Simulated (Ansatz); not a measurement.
Born–Oppenheimer molecular dynamics of ClH + H2Te (5 atoms, charge 0, multiplicity 1). It goes on from the last frame of an earlier run, with new velocities.

Method: RKS B3LYP-D4/def2-SVP (Ansatz).

```json
{
  "ensemble": "NVE (velocity Verlet)",
  "time step": "0.5 fs",
  "steps asked": "100",
  "starting velocities drawn for": "100 K",
  "seed": "660520"
}
```

First frame:

```xyz
5
Properties=species:S:1:pos:R:3
Cl -0.271 -0.093 -2.725
H 0.373 -0.870 -3.570
Te 0.694 -0.238 1.183
H 1.602 1.171 1.019
H -0.293 0.803 2.120
```

**Question.** How far do the bonds stretch over the last three quarters of this one trajectory? (Pairs bonded in most of those frames.)

**Answer.** 
```csv
bond,mean (Å),spread (Å),shortest,longest
Cl1–H2,1.291,0.020,1.26,1.32
Te3–H4,1.674,0.013,1.65,1.69
Te3–H5,1.684,0.040,1.62,1.73
```

Mean temperature of the second half: 247 K. The conserved energy stayed within 0.065 meV per atom of its start (net change -0.025 meV per atom), so the integration is sound. The system heated up, since it started high on the potential surface and ran downhill. A run of 0.05 ps of so small a system gives no equilibrium averages.

Time of the run: 6.9 min on 1 CPU thread of a shared host.
